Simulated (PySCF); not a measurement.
# Pb⁺ (lead, charge +1) across methods

[Xe] 4f14 5d10 6s2 6p1, 2P determinant. Calculation: PySCF 2.14, in x2c-TZVPPall (11s7p6d3f, 83 functions); scalar relativity by spin-free X2C-1e.

```
 method   E (hartree)  mean ε 6s α (eV)  mean ε 6s β (eV)  mean ε 6p α (eV)  Σ⟨r²⟩ (bohr²)   ⟨S²⟩
   PBE0     -20885.42           -20.648           -19.773           -11.213          57.33  0.752
   BP86     -20888.07           -19.601           -19.057           -10.360          57.32  0.751
  B97-3     -20885.11           -20.524           -19.708           -11.043          57.32  0.751
wB97X-V     -20885.65           -23.054           -22.118           -13.228          57.32  0.752
    UHF  -20879.63237           -23.293           -21.455           -13.497          58.00  0.757
    PBE     -20885.69           -19.444           -18.863           -10.247          57.44  0.751
    LDA     -20873.13           -19.773           -19.279           -10.351          57.30  0.750
 r2SCAN     -20885.67           -19.801           -19.035           -10.545          57.19  0.753
```

Spin-orbit coupling, absent here, splits the open shell strongly.
